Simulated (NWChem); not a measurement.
Species: C2HCl2, doublet; SMILES Cl/[C]=C/Cl

```xyz
5

Cl    -0.0020    -2.1590     0.0000
C     -0.2759    -0.5171     0.0000
C      0.5044     0.5475     0.0000
Cl    -0.1234     2.1544     0.0000
H      1.5992     0.4861     0.0000
```
Atoms are numbered in this order, from 1.

Results from NWChem. Spin-unrestricted. In the optimisation the excess spin sits in a' (Cs, its own frame). Structure relaxed at the PBE0/def2-SVP, spin-unrestricted level. No stability test was run on the SCF state. Vzz is the largest principal value of the second derivative of the potential at the nucleus (NWChem prints the opposite sign); η is the asymmetry. Non-relativistic.

For level PBE0/def2-TZVP:

```yaml
Vzz Cl1 (a.u.): 3.691
Vzz Cl4 (a.u.): 4.078
```

What are these values for level PBE/def2-SVP?


| Quantity | Result |
|---|---|
| Vzz Cl1 (a.u.) | 3.244 |
| Vzz Cl4 (a.u.) | 3.654 |
